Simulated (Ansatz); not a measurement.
Reaction (cleavage of the Si–Ga bond): `[BH2][GaH][SiH3]` + `[OH][GeH]([F])[F]` → `[F][GeH]([F])[O][SiH3]` + `[BH2][GaH2]`

Calculated with Ansatz (gas phase, PBE0-D4/def2-TZVP geometries, no zero-point term in ΔE). CCSD(T)/CBS is the MP2 limit (def2-TZVPP, def2-QZVPP) plus CCSD(T) − MP2 in def2-TZVPP, frozen cores. Functionals use def2-TZVPP. For Ga, Ge outer-core shells are correlated without core-valence functions, which leaves a few kJ/mol of doubt a bond. Scalar relativity is left out up to krypton. Each species was taken in one conformer, which may not be the lowest.

`[BH2][GaH][SiH3]`:

Z-matrix (Å, degrees):
```
Si
Ga 1 2.424
H 1 1.491 2 110.1
H 1 1.489 2 113.8 3 -120.8
H 1 1.491 2 110.2 3 118.3
B 2 2.058 1 122.2 3 120.3
H 2 1.576 1 114.5 3 -59.6
H 6 1.199 2 122.0 1 88.6
H 6 1.199 2 122.0 1 -88.5
```

`[OH][GeH]([F])[F]`:

Cartesian coordinates in Å:
```
O 0.043 0.613 1.251
Ge 0.253 -0.130 -0.310
F -0.668 0.732 -1.480
F -0.470 -1.691 -0.299
H -0.874 0.674 1.534
H 1.717 -0.198 -0.697
```

`[F][GeH]([F])[O][SiH3]`:

Z-matrix (Å, degrees):
```
Ge
F 1 1.718
O 1 1.729 2 108.3
F 1 1.717 2 104.7 3 115.5
H 1 1.517 2 111.3 3 -124.4
Si 3 1.652 1 137.1 2 51.3
H 6 1.483 3 107.9 1 132.7
H 6 1.483 3 108.9 1 -108.2
H 6 1.485 3 110.5 1 12.4
```

`[BH2][GaH2]`:

Z-matrix (Å, degrees):
```
B
Ga 1 2.065
H 1 1.199 2 122.1
H 1 1.199 2 122.2 3 -179.9
H 2 1.576 1 122.1 3 89.9
H 2 1.576 1 122.3 3 -90.0
```

CCSD(T)/CBS gives -17.6 kcal/mol.

(1) Another level gave -20.4 kcal/mol. Which?
A. BHLYP/def2-TZVPP
B. LC-ωPBE/def2-TZVPP
C. CCSD/def2-TZVPP
D. LDA (SPW92)/def2-TZVPP

Largest T1 diagnostic among the species: 0.014.

Results:

(1) A. BHLYP -20.4, LDA (SPW92) -11.8, CCSD/def2-TZVPP -18.7, LC-ωPBE -16.5 kcal/mol.

From PBE to PBE0 (25 % exact exchange), in def2-TZVPP and without D4, ΔE moves by −2.4 kcal/mol. In def2-TZVPP, CCSD(T) changes the Hartree–Fock value by +7.0 kcal/mol (the triples alone add +0.9 kcal/mol) and MP2 by +5.7 kcal/mol.
